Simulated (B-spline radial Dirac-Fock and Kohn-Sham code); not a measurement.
Magnetic form factor of the 3d shell of Ir⁵¹⁺

System: Ir⁵¹⁺, [Ar] 3d8.

Model: Dirac-Fock orbitals of the configuration average with a finite nucleus. Program: a radial finite-basis atomic code. ⟨j_K⟩ is the integral of the 3d radial density with the spherical Bessel function j_K(4πsr), s = sin θ/λ.

| s (Å⁻¹) | ⟨j0⟩ | ⟨j2⟩ | ⟨j4⟩ |
| --- | --- | --- | --- |
| 0 | 1.0000 | 0.0000 | 0.0000 |
| 0.07 | 0.9989 | 0.0005 | 0.0000 |
| 0.09 | 0.9981 | 0.0008 | 0.0000 |
| 0.11 | 0.9972 | 0.0011 | 0.0000 |
| 0.14 | 0.9954 | 0.0018 | 0.0000 |
| 0.17 | 0.9933 | 0.0027 | 0.0000 |
| 0.21 | 0.9898 | 0.0041 | 0.0000 |
| 0.26 | 0.9844 | 0.0062 | 0.0000 |
| 0.31 | 0.9778 | 0.0088 | 0.0000 |
| 0.38 | 0.9669 | 0.0132 | 0.0001 |
| 0.47 | 0.9498 | 0.0199 | 0.0002 |
| 0.58 | 0.9245 | 0.0297 | 0.0004 |
| 0.71 | 0.8891 | 0.0432 | 0.0008 |
| 0.87 | 0.8383 | 0.0622 | 0.0018 |
| 1.07 | 0.7658 | 0.0883 | 0.0038 |
| 1.31 | 0.6703 | 0.1207 | 0.0079 |

Radial moments of the shell: ⟨r²⟩ = 0.03166, ⟨r⁴⟩ = 0.001696, ⟨r⁶⟩ = 0.0001380 in powers of bohr.

Values without a named source are computed, but for edge energies of neutral atoms, which are taken from tables.
